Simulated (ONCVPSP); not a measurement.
## hafnium, ONCV: configuration errors across variants

ONCVPSP 4.0.1 input, shortened (lines: element, Z, core and valence counts, functional; n l f; lmax; l rc ep ncon nbas qcut; lloc lpopt rc5 dvloc0; l nproj debl; icmod fcfact rcfact), PBE, scalar-relativistic:

```
  Hf 72.00    9    5        4      upf
    1    0    2.00
    2    0    2.00
    2    1    6.00
    3    0    2.00
    3    1    6.00
    3    2   10.00
    4    0    2.00
    4    1    6.00
    4    2   10.00
    4    3   14.00
    5    0    2.00
    5    1    6.00
    5    2    2.50
    6    0    1.50
    3
    0    1.85    0.00    4    8    5.10
    1    1.80    0.00    3    7    9.70
    2    3.05    0.00    5   10    6.20
    3    0.75    0.00    4    8   22.10
    4    5    0.50    2.00
    0    2    1.00
    1    1    3.90
    2    2    3.70
    3    1    1.70
    3    3.75    1.20
```

All-electron excitation energies from the reference (eV): (1) 4f14 5s2 5p6 5d2 6s2 -1.255; (2) 4f14 5s2 5p6 5d2 6s1 6.722; (3) 4f14 5s2 5p6 5d2 6s0 20.902.

2 further variants failed, have other tests or too few solved ones, and are left out.

A true bound ghost makes a file unfit for plane-wave use even where its test errors are small: the radial tests pick states by their node count and pass the ghost by.

Errors AE − PS in meV (a dash: test not solved or not reliable):

| change | (1) | (2) | (3) | bound ghosts | GHOST(+) flags above zero |
| --- | --- | --- | --- | --- | --- |
| base | +1.7 | -0.8 | -8.2 | s, p, d | s |
| d: qcut 3.9 | +6.2 | -1.7 | -23 | s, p, d | s |
| d: qcut 5.8 | +1.9 | -0.8 | -8.9 | s, p, d | s |
| d: qcut 6.6 | +1.6 | -0.7 | -7.7 | s, p, d | s |
| d: qcut 7.5 | +1.8 | -0.4 | -6.8 | s, p, d | s |

(1) Give the same row for: d: qcut 4.6.

Results:

(1) +3.8, -1.3, -15; bound ghosts: s, p, d; GHOST(+) flags above zero: s.
